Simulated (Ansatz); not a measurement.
System: CH₃BCl (charge 0, doublet). It need not be the lowest isomer of its formula. 
Structure (B3LYP-D3(BJ)/def2-TZVP (Ansatz, a first-principles code) minimum search):
SMILES: C[B]Cl
```xyz
6

B     -0.1480     0.6915    -0.3146
Cl     0.9930    -0.5518     0.0892
C     -1.6637     0.6681    -0.0080
H     -2.1131     1.6610     0.0146
H     -1.9002     0.1353     0.9185
H     -2.1461     0.1190    -0.8280
```
Charge 0, spin multiplicity 2.

Parts of the frozen-core correlation energy in STO-3G (Ansatz, hartree). Frozen orbitals: 7; correlated occupied orbitals by spin: 9 and 8; virtual: 6 and 7. UHF or UKS for open shells. Spin-orbit coupling is left out. Non-relativistic.

```json
[
 {"term": "reference (HF)", "value": "-518.07388"},
 {"term": "MP2 opposite-spin", "value": "-0.07067"},
 {"term": "MP2 same-spin", "value": "(withheld)"},
 {"term": "CCSD correlation", "value": "(withheld)"},
 {"term": "(T)", "value": "(withheld)"},
 {"term": "T1 diagnostic", "value": "0.011"},
 {"term": "largest doubles amplitude", "value": "0.058"},
 {"term": "<S^2> of the reference", "value": "0.752"}
]
```

Q: Some entries are withheld; supply them.

A: 
- MP2 same-spin, value: -0.01038
- CCSD correlation, value: -0.10815
- (T), value: -0.00187
